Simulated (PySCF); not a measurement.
Sn(H)(F)2(Et) (C₂H₆F₂Sn), SMILES C[CH2][SnH]([F])[F].

Geometry optimised at PBE0-D3(BJ)/def2-SVP. The structure was generated by enumeration; whether it is a known compound was not checked. The def2 effective core potentials stand for the cores of Sn; spin–orbit coupling is left out. One conformer was computed; it need not be the lowest.

Computed with TDA-PBE0/def2-SVPD in PySCF.

Vertical excitations. Gas-phase values at a fixed geometry. State labels are in the subgroup Cs.

Computed lowest excited states:
| state | symmetry | energy (eV) | λ (nm) | f | main pairs |
|---|---|---|---|---|---|
| S1 | A" | 7.02 | 177 | 0.000 | HOMO→LUMO+1 98 % |
| S2 | A' | 7.02 | 177 | 0.072 | HOMO→LUMO 62 %, HOMO→LUMO+2 34 % |
| S3 | A' | 7.59 | 163 | 0.327 | HOMO→LUMO+2 58 %, HOMO→LUMO 26 % |
| S4 | A" | 8.10 | 153 | 0.002 | HOMO−3→LUMO 58 %, HOMO−1→LUMO+1 17 %, HOMO−2→LUMO 13 % |
| S5 | A' | 8.15 | 152 | 0.059 | HOMO→LUMO+3 49 %, HOMO−1→LUMO 37 % |
| S6 | A" | 8.24 | 150 | 0.003 | HOMO−4→LUMO 56 %, HOMO−2→LUMO 17 %, HOMO−3→LUMO 15 % |
| S7 | A' | 8.27 | 150 | 0.327 | HOMO→LUMO+3 39 %, HOMO−1→LUMO 33 % |
| S8 | A" | 8.40 | 148 | 0.000 | HOMO−2→LUMO 67 %, HOMO−4→LUMO 23 % |
| S9 | A' | 8.50 | 146 | 0.008 | HOMO−5→LUMO 56 %, HOMO−3→LUMO+1 27 % |
| S10 | A' | 8.76 | 142 | 0.021 | HOMO−3→LUMO+1 33 %, HOMO−4→LUMO+1 24 %, HOMO−2→LUMO+1 13 %, HOMO−6→LUMO 6 % |
| T1 | A' | 5.72 | 217 | 0 | HOMO→LUMO 90 % |
| T2 | A" | 6.67 | 186 | 0 | HOMO→LUMO+1 96 % |
| T3 | A' | 6.87 | 180 | 0 | HOMO→LUMO+2 91 % |
| T4 | A' | 7.24 | 171 | 0 | HOMO−1→LUMO 83 % |
Triplets are in the Tamm–Dancoff approximation.
